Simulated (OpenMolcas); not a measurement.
An atom or ion with 66 electrons was computed by SS-CASPT2, IPEA 0.25 Eh, imaginary shift 0.1 Eh with spin-orbit coupling (OpenMolcas, ANO-RCC-VQZP, DKH2). The lowest levels that the run gave, each within 12 % of the measured value where one is at hand:

```
J  Parity  E (cm⁻¹)      g
6    even       0.0  1.166
4    even      4960  1.144
5    even      7100  1.033
4    even     10910  0.943
3    even     12440  1.084
2    even     13390  0.728
4    even     18580  0.963
2    even     26510  1.107
6    even     33700  1.001
1    even     35170  1.501
2    even     36110  1.332
0    even     36320
```

Question: Which ion is it, and what are the configurations and terms?

Answer: Er2+ (Z = 68, charge +2; active space 12 electrons in 7 orbitals (4f)). J, parity and g give the terms where levels are pure, and mixed ones are named by the computed weights; the size of the splittings, set against known spectra of the 66-electron sequence, gives the charge. In order, with the measured energies in cm⁻¹ (Martin, Zalubas and Hagan, Atomic Energy Levels: The Rare-Earth Elements, NSRDS-NBS 60 (1978); the list in Deprince et al., Eur. Phys. J. D 78, 105 (2024)): 4f¹² ³H₆, 4f¹² ³F₄ [64 %] (5082), 4f¹² ³H₅ (6970), 4f¹² ³H₄ [61 %] (10785), 4f¹² ³F₃ (12473), 4f¹² ³F₂ (13220), 4f¹² ¹G₄ [59 %] (18384), 4f¹² ¹D₂ [54 %], 4f¹² ¹I₆, 4f¹² ³P₁, 4f¹² ³P₂ [68 %], 4f¹² ³P₀.

CASPT2 does not keep the components of a term degenerate, so their means are used; among the terms shown or strongly mixed into the levels shown the widest spread is 1100 cm-1 (4f¹² ¹I). Some high roots are left out of the spin-orbit mixing, which shifts the levels that they would mix with. The CASPT2 spread within a term exceeds the gap to the next term for 4f¹² ¹I and 4f¹² ³P, so the order of their levels is uncertain. Computed and measured levels are paired by configuration, term and J; levels that our copy of the source lacks, or whose pairing is in doubt (as where it misses far off the trend of its configuration), stay unpaired and out of the deviations. Levels of configurations outside the active space are missing.

A share in square brackets marks a mixed level and gives the weight of the term that names it.
